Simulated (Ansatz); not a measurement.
Cost and result for the atomization energy of CH₃BN₂ (`NB1C=N1`) (7 atoms, 7 bonds).

```csv
atom,x (Å),y (Å),z (Å)
N1,-0.9228,-0.6613,0.7008
B2,0.0088,0.0990,0.0176
C3,1.0727,0.4959,-0.8859
N4,0.5537,1.4278,-0.1509
H5,-1.5397,-0.2651,1.3884
H6,-1.0412,-1.6471,0.5551
H7,1.8685,0.5508,-1.6250
```

The species carries charge 0 and has multiplicity 1. Geometry: relaxed with PBE0-D4/def2-TZVP. It is one conformer, not always the lowest. Program: Ansatz. All runs use 2 threads of an Arm Neoverse V1 on a shared host. Times are those of one run each, without the atoms' runs, and a repeat can differ threefold. Electronic energies, without spin–orbit coupling; frozen cores. CCSD(T)/CBS adds CCSD(T) − MP2 in def2-TZVPP to the MP2 limit, and its time is that of the two runs behind it. T1 = 0.012. B3LYP takes the VWN-RPA correlation (the form of Gaussian; ORCA's B3LYP/G).

CCSD(T)/CBS is a level of theory with its own doubt, some kJ/mol a heavy atom from the limit and from the frozen cores, so smaller differences don't rank the functionals.

| level | functions | wall time | atomization (kcal/mol) | difference from CCSD(T)/CBS | per bond |
| --- | --- | --- | --- | --- | --- |
| LDA (SPW92)/def2-TZVPP | 166 | 0.8 s | 805.8 | 123.0 | 17.6 |
| CCSD(T)/def2-SVP | 71 | 1.4 s | 644.7 | -38.1 | -5.4 |
| revPBE-D4/def2-TZVPP | 166 | 1.4 s | 696.1 | 13.3 | 1.9 |
| BLYP-D4/def2-TZVPP | 166 | 1.5 s | 700.0 | 17.2 | 2.5 |
| BHLYP-D4/def2-TZVPP | 166 | 1.8 s | 663.4 | -19.4 | -2.8 |
| B3LYP-D4/def2-TZVPP (with forces) | 166 | 2.3 s | 694.2 | 11.4 | 1.6 |
| B2PLYP/def2-TZVPP | 166 | 3 s | 685.1 | 2.3 | 0.3 |
| PBE-QIDH/def2-TZVPP | 166 | 3 s | 683.6 | 0.8 | 0.1 |
| r2SCAN-D4/def2-TZVPP (with forces) | 166 | 3.1 s | 688.9 | 6.1 | 0.9 |
| ωB97M-V/def2-TZVPP (with forces) | 166 | 7 s | 695.2 | 12.4 | 1.8 |
| MP2/def2-QZVPP | 318 | 10 s | 694.3 | 11.5 | 1.6 |
| CCSD(T)/def2-TZVPP | 166 | 23 s | 660.5 | -22.3 | -3.2 |
| CCSD(T)/CBS(def2) | – | 33 s | 682.8 | 0.0 | 0.0 |

At CCSD(T), def2-SVP lies −38.1 kcal/mol from the extrapolated value and def2-TZVPP −22.3 kcal/mol: correlation converges slowly with the basis, and small sets miss more of it in the bonded molecule than in its fragments. From BLYP to BHLYP (50 % exact exchange), in def2-TZVPP and without D4, the atomization energy moves by −33.8 kcal/mol: exact exchange takes away binding that semilocal exchange gives to molecules. The D4 term adds +3.8 kcal/mol with B3LYP and +1.9 kcal/mol with PBE0; it sums over pairs of atoms, weighted by their polarisabilities, and B3LYP, whose exchange is more repulsive, gets the larger term.
